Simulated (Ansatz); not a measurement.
C$_{7}$H$_{11}$ClO$_{2}$Ti (`CC[C@@]12[C@H]3[C@H]4[C@H]5[C@@H]1[Ti]4532([OH])([OH])[Cl]`), relaxed with RKS PBE0-D4/def2-TZVP in Ansatz 0.2.0 from a GFN2-xTB geometry. The force threshold is 0.005 eV/Å; the program also tests the step.

Charge 0, multiplicity 1.

Start:

```xyz
22

C     1.693    1.501    1.059
C     2.071    0.503   -0.039
C     0.861   -0.183   -0.609
C    -0.037    0.367   -1.557
C    -0.979   -0.627   -1.909
C    -0.685   -1.787   -1.163
C     0.450   -1.511   -0.356
Ti   -1.274   -0.155    0.365
O    -0.828   -0.419    1.997
O    -2.903   -0.681    0.288
Cl   -1.745    1.985    0.495
H     1.148    0.987    1.855
H     1.058    2.290    0.654
H     2.586    1.957    1.483
H     2.598    1.032   -0.840
H     2.749   -0.250    0.374
H     0.067    1.335   -2.035
H    -1.729   -0.544   -2.686
H    -1.163   -2.751   -1.274
H     0.988   -2.234    0.246
H    -1.214   -0.297    2.870
H    -3.713   -0.519    0.779
```

How much energy does the relaxation release, and in how many steps? (Best estimate.)

The calculation gave: 70.09 kJ/mol, in 98 steps, 12 of them rejected.

Which bonds change most? (Estimate.)

The calculation gave: Ti8–O9 from 1.712 to 1.826 Å; Ti8–O10 from 1.714 to 1.792 Å; Ti8–Cl11 from 2.195 to 2.256 Å; C3–Ti8 from 2.347 to 2.398 Å.

Give the relaxed structure. (An estimate is asked.)

Ansatz gave: 
```xyz
22

C     2.053    1.736    0.581
C     1.943    0.235    0.380
C     0.772   -0.190   -0.442
C    -0.048    0.620   -1.253
C    -1.040   -0.191   -1.854
C    -0.845   -1.508   -1.407
C     0.253   -1.505   -0.519
Ti   -1.450   -0.215    0.461
O    -0.507   -0.083    2.018
O    -2.722   -1.432    0.795
Cl   -2.599    1.723    0.337
H     1.162    2.126    1.078
H     2.175    2.263   -0.369
H     2.917    1.976    1.203
H     2.852   -0.143   -0.104
H     1.876   -0.262    1.351
H     0.032    1.690   -1.364
H    -1.835    0.159   -2.495
H    -1.452   -2.364   -1.663
H     0.624   -2.355    0.036
H    -1.046   -0.067    2.816
H    -3.115   -2.215    0.415
```
